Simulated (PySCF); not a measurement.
Computed IR spectrum (relative IR intensity) of a molecule C₃H₉Ga. Geometry: B3LYP-D3(BJ)/def2-SVP. Other conformers were not sampled. Calculation: B3LYP-D3(BJ)/def2-SVP (PySCF). Frequencies are harmonic and unscaled.

Lines under 2 % of the strongest are left out, and lines within 2 cm⁻¹ are merged.

```json
[
 {"ν (cm⁻¹)": "468", "relative intensity": "19"},
 {"ν (cm⁻¹)": "487", "relative intensity": "5.8"},
 {"ν (cm⁻¹)": "600", "relative intensity": "35"},
 {"ν (cm⁻¹)": "752", "relative intensity": "75"},
 {"ν (cm⁻¹)": "978", "relative intensity": "4.2"},
 {"ν (cm⁻¹)": "1111", "relative intensity": "2.1"},
 {"ν (cm⁻¹)": "1473", "relative intensity": "5.0"},
 {"ν (cm⁻¹)": "1911", "relative intensity": "61"},
 {"ν (cm⁻¹)": "1915", "relative intensity": "100"},
 {"ν (cm⁻¹)": "2967", "relative intensity": "8.9"},
 {"ν (cm⁻¹)": "3000", "relative intensity": "11"},
 {"ν (cm⁻¹)": "3003", "relative intensity": "22"},
 {"ν (cm⁻¹)": "3068", "relative intensity": "23"},
 {"ν (cm⁻¹)": "3098", "relative intensity": "18"}
]
```

Task: Which structure fits?
(A) C[CH](C)[GaH2]
(B) CC[CH2][GaH2]
(C) C[CH2][GaH][CH3]
(D) [CH3][Ga]([CH3])[CH3]

Result: A, C[CH](C)[GaH2]
